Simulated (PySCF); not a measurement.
# BeAl⁻: from constants to spectrum

UHF-CCSD(T) constants of BeAl⁻, ³Σ⁻ (triplet), unpaired electrons π ↑↑ (basis Be aug-pcseg-1, Al aug-pcseg-1; no relativity; PySCF 2.14; masses 9.0122 and 26.9815 u):

```
ωe              : 400.6 cm⁻¹
ωexe            : 6.49 cm⁻¹
Be              : 0.44478 cm⁻¹
αe              : 0.00756 cm⁻¹
D (centrifugal) : 2.19e-06 cm⁻¹
De to Be + Al⁻  : 0.79 eV
```

Problem. Give the vibrational terms G(v) and spacings up to v = 6.

Solution. G(v) = ωe(v+½) − ωexe(v+½)².

```tsv
v	G(v) (cm⁻¹)	G(v) − G(v−1)	Bv (cm⁻¹)
0	199		0.4410
1	586	388	0.4334
2	961	375	0.4259
3	1323	362	0.4183
4	1671	349	0.4108
5	2007	336	0.4032
6	2330	323	0.3956
```

Problem. How well does the Morse estimate ωe²/(4ωexe) reproduce De, and what is D0?

Solution. It gives 0.77 eV, 97 % of the computed De. D0 = De − G(0) = 0.79 − 0.02 = 0.77 eV.

Correlated steps freeze 5 core orbitals. Correlated levels converge slowly with the basis: in double zeta they bind strong bonds too weakly, by up to about 1 eV, and carry superposition errors of some tenths. For an ion De counts to the pair picked by the measured ionisation energies or electron affinities, which need not be the lowest pair at this level. The state was picked by a PBE0 search and need not be the measured ground state.
